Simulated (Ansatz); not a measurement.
Reaction (ligand exchange at a B–S bond): `BSBC` + `O[SiH2]S` → `BO[SiH2]S` + `CBS`

Program: Ansatz. Geometries: PBE0-D4/def2-TZVP. ΔE: electronic, gas phase. CCSD(T)/CBS adds triple-zeta CCSD(T) − MP2 to the extrapolated MP2 energy (def2 sets, frozen cores). Functionals use def2-TZVPP. HSE06 is defined as in plane-wave codes. One conformer a species, not always the lowest.

(1) Is it downhill or uphill in electronic energy at CCSD(T)/CBS, and by how much? (Best estimate.)

(2) What do these levels give: BLYP-D4, HSE06-D4, BHLYP-D4, HF/def2-SVP, SCS-MP2/def2-QZVPP, MP2/CBS(def2)? (Best estimate.)

Largest T1 diagnostic among the species: 0.013.

Results:

(1) The calculation gave: Downhill: ΔE = -60.8 kJ/mol.

(2) The calculation gave: BLYP-D4 -66.8, HSE06-D4 -57.6, BHLYP-D4 -69.8, HF/def2-SVP -83.9, SCS-MP2/def2-QZVPP -62.8, MP2/CBS(def2) -56.7 kJ/mol.

In def2-TZVPP, CCSD(T) changes the Hartree–Fock value by +9.9 kJ/mol (the triples alone add +1.9 kJ/mol) and MP2 by +14.0 kJ/mol. At CCSD(T), def2-SVP lies −22.9 kJ/mol from the extrapolated value and def2-TZVPP −3.2 kJ/mol. Leaving LDA and LC-ωPBE aside and taking each functional with its dispersion term where it has one, the values, not all of them listed here, spread over 16.4 kJ/mol, from CAM-B3LYP-D4 to revPBE-D4. LDA lies −4.3 kJ/mol from PBE without D4.
